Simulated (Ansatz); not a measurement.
Two isomers of C10H18O2: A = `CC(C)C(=O)CC(=O)C(C)(C)C`, B = `CC(C)/C(O)=C/C(=O)C(C)(C)C`.

Gas-phase electronic energies from Ansatz, PBE0-D4/def2-TZVP geometries. CBS: MP2 limit from def2 TZ/QZ plus the TZ coupled-cluster correction, frozen cores. Functionals use def2-TZVPP. One conformer a species, not always the lowest.

A:

```xyz
30

C    -2.675   -1.862    1.495
C    -2.270   -0.603    0.725
C    -3.296    0.503    0.888
C    -0.906   -0.168    1.210
O    -0.747    0.695    2.037
C     0.295   -0.889    0.610
C     0.576   -0.358   -0.792
O    -0.167   -0.646   -1.698
C     1.797    0.533   -0.991
C     1.852    0.997   -2.439
C     3.055   -0.277   -0.661
C     1.695    1.740   -0.054
H    -1.951   -2.672    1.378
H    -2.774   -1.645    2.562
H    -3.638   -2.225    1.132
H    -2.161   -0.869   -0.332
H    -4.274    0.165    0.538
H    -3.384    0.798    1.935
H    -3.016    1.390    0.317
H     0.065   -1.950    0.497
H     1.139   -0.758    1.282
H     0.957    1.559   -2.707
H     2.723    1.641   -2.586
H     1.926    0.151   -3.124
H     3.937    0.340   -0.846
H     3.086   -0.591    0.384
H     3.130   -1.167   -1.291
H     0.822    2.351   -0.293
H     2.585    2.363   -0.174
H     1.620    1.453    0.996
```

B:

Z-matrix (Å, degrees):
```
C
C 1 1.530
H 1 1.090 2 111.1
H 1 1.092 2 110.2 3 -120.4
H 1 1.093 2 110.5 3 120.3
C 2 1.499 1 109.4 3 -53.9
C 2 1.518 1 111.4 3 178.9
H 2 1.097 1 107.6 3 59.7
O 6 1.313 2 113.6 1 64.7
C 6 1.367 2 125.1 1 -114.4
H 7 1.093 2 111.3 1 58.9
H 7 1.092 2 111.9 1 -179.7
H 7 1.092 2 109.8 1 -59.8
H 9 1.017 6 104.9 2 -178.9
C 10 1.434 6 120.0 2 178.7
H 10 1.078 6 119.6 2 -1.2
C 15 1.525 10 119.3 6 -179.8
O 15 1.242 10 121.0 6 0.3
C 17 1.522 15 109.9 10 179.6
C 17 1.531 15 109.0 10 59.5
C 17 1.531 15 108.9 10 -60.3
H 19 1.091 17 111.3 15 -59.9
H 19 1.093 17 109.6 15 180.0
H 19 1.091 17 111.3 15 59.8
H 20 1.093 17 109.6 15 178.8
H 20 1.093 17 111.1 15 59.5
H 20 1.092 17 112.1 15 -61.5
H 21 1.093 17 111.1 15 -59.5
H 21 1.093 17 109.6 15 -178.8
H 21 1.092 17 112.1 15 61.4
```

(1) Which is lower in electronic energy at CCSD(T)/CBS, and by how much? (An estimate is asked.)

(2) Give E(B) − E(A) in kJ/mol with MP2/def2-TZVPP, PBE-D4, HF/def2-TZVPP, ωB97M-V, B2PLYP, BLYP-D4, CCSD/def2-TZVPP. (Estimate.)

Largest T1 diagnostic: 0.014.

## Answers

(1) Computed: B, by 16.8 kJ/mol.

(2) Computed: MP2/def2-TZVPP -20.1, PBE-D4 -32.4, HF/def2-TZVPP 6.8, ωB97M-V -17.1, B2PLYP -21.6, BLYP-D4 -24.1, CCSD/def2-TZVPP -7.6. The order is the other way round with HF/def2-TZVPP.

Leaving LDA and LC-ωPBE aside and taking each functional with its dispersion term where it has one, the values, not all of them listed here, spread over 20.2 kJ/mol, from PBE-D4 to ωB97X-V. LDA lies −29.3 kJ/mol from PBE without D4. From BLYP to BHLYP (50 % exact exchange), in def2-TZVPP and without D4, E(B) − E(A) moves by +7.1 kJ/mol.
